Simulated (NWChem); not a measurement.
System: C3H8N, doublet; SMILES CC[N]C

```xyz
12

C      0.1728    -1.8838     0.0347
C     -0.4231    -0.4835    -0.0986
N      0.5414     0.5396     0.2326
C     -0.0094     1.8667     0.1169
H     -0.5672    -2.6508    -0.2204
H      1.0348    -1.9990    -0.6307
H      0.5144    -2.0595     1.0601
H     -0.7982    -0.3217    -1.1274
H     -1.3138    -0.3811     0.5506
H      0.7444     2.6162     0.3772
H     -0.8830     2.0024     0.7792
H     -0.3651     2.0689    -0.9093
```
Atoms are numbered in this order, from 1.

Level: B3LYP/6-31G* (spherical d), spin-unrestricted (NWChem), optimised geometry, unscaled harmonic frequencies. B3LYP is NWChem's, with the RPA form of VWN correlation.

Q: List the harmonic frequencies with IR intensities, and the thermochemistry.

A: 
```tsv
frequency (cm⁻¹)	IR intensity (km/mol)
51	1.2
109	1.5
235	0.9
294	3.6
474	0.7
739	0.6
859	1.7
975	2.0
1027	2.5
1067	2.8
1070	1.0
1142	3.6
1226	4.4
1292	0.5
1395	17.3
1434	3.5
1445	12.4
1470	3.8
1508	0.4
1513	8.1
1520	4.5
1532	4.6
2940	23.0
2961	30.4
2965	37.2
3003	43.9
3057	24.0
3116	39.2
3125	29.8
3132	28.9
```

```
Item                                                                                                  Value
-----------------------------------------------------------------------------------------  ----------------
zero-point energy                                                                             66.7 kcal/mol
thermal correction to the enthalpy at 298.15 K (with zero-point energy)                       71.0 kcal/mol
heat capacity Cv                                                                           18.6 cal/(mol K)
entropy at 298.15 K and 1 atm (symmetry number 1, electronic part: spin degeneracy alone)  76.6 cal/(mol K)
dipole moment                                                                                        1.61 D
```

Rigid rotor and harmonic oscillator; modes under 100 cm⁻¹ make the entropy uncertain.
